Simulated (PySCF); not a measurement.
C₃H₁₃ClSi₃, SMILES [SiH2]([SiH2]Cl)[Si](C)(C)C, GFN2-xTB optimised geometry.

```
20

Si    -0.94    -2.61     1.68
Cl     0.76    -3.04     0.63
Si    -1.12    -0.30     1.84
Si    -0.31     0.90     0.00
C     -0.91     2.71     0.00
C     -0.90     0.07    -1.61
C      1.60     0.90     0.00
H     -2.01    -3.27     0.93
H     -0.80    -3.37     2.92
H     -0.46     0.13     3.09
H     -2.54    -0.02     2.11
H     -2.00     2.76    -0.03
H     -0.54     3.27    -0.86
H     -0.59     3.24     0.89
H     -0.54    -0.96    -1.68
H     -1.98     0.03    -1.67
H     -0.54     0.59    -2.50
H      1.99    -0.12    -0.03
H      2.00     1.37     0.89
H      2.01     1.43    -0.86
```

Density from CAM-B3LYP/def2-SVP (PySCF 2.14.0) at that geometry.

Minimum of the electron density along straight lines between bonded atoms, close to the bond critical point (lines longer than 1.1 times the sum of covalent radii, or with two minima, are not listed):

| bond | length / Å | ρ at the minimum / e bohr⁻³ | ∇²ρ there / e bohr⁻⁵ | position (fraction from the first atom) |
|---|---|---|---|---|
| Si1–Cl2 | 2.043 | ___ | 0.31 | 0.37 |
| Si4–C5 | 1.913 | 0.109 | 0.30 | 0.38 |
| Si4–C6 | 1.912 | 0.110 | 0.31 | 0.38 |
| Si4–C7 | 1.910 | 0.110 | 0.31 | 0.38 |
| Si1–H8 | 1.465 | 0.119 | 0.33 | 0.49 |
| Si1–H9 | 1.465 | 0.119 | 0.33 | 0.49 |
| Si3–H10 | 1.475 | 0.113 | 0.32 | 0.49 |
| Si3–H11 | 1.475 | 0.113 | 0.32 | 0.49 |
| C5–H12 | 1.086 | 0.272 | -0.99 | 0.63 |
| C5–H13 | 1.087 | 0.271 | -0.98 | 0.63 |
| C5–H14 | 1.086 | 0.272 | -0.98 | 0.63 |
| C6–H15 | 1.086 | 0.273 | -0.99 | 0.63 |
| C6–H16 | 1.086 | 0.272 | -0.98 | 0.63 |
| C6–H17 | 1.086 | 0.272 | -0.98 | 0.63 |
| C7–H18 | 1.086 | 0.273 | -1.00 | 0.63 |
| C7–H19 | 1.086 | 0.272 | -0.98 | 0.63 |
| C7–H20 | 1.087 | 0.271 | -0.98 | 0.63 |

Complete the blanks.


- Si1–Cl2, ρ at the minimum / e bohr⁻³: 0.093
